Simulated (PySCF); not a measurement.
Si(Br)3(Et), C2H5Br3Si, SMILES CC[Si](Br)(Br)Br, singlet (B3LYP/def2-SVP optimised geometry):

```
11

C     -1.010    -1.935    -1.667
C     -1.419    -0.464    -1.520
Si    -0.760     0.420     0.000
Br     1.481     0.420     0.000
Br    -1.481     2.539     0.000
Br    -1.476    -0.585     1.869
H     -1.442    -2.366    -2.584
H     -1.363    -2.539    -0.816
H      0.083    -2.046    -1.727
H     -2.517    -0.357    -1.479
H     -1.081     0.132    -2.386
```

Computed with B3LYP/def2-TZVP (PySCF).

What are the frontier orbital energies and the dipole moment?

HOMO-2 -8.38 eV, HOMO-1 -8.38 eV, HOMO -8.10 eV, LUMO -1.30 eV, LUMO+1 -0.07 eV; dipole moment 2.11 D.

Meta-Löwdin charges at B3LYP/def2-TZVP: C1 -0.32, C2 -0.43, Si3 0.87, Br4 -0.24, Br5 -0.24, Br6 -0.24, H7 0.12, H8 0.11, H9 0.11, H10 0.13, H11 0.13.
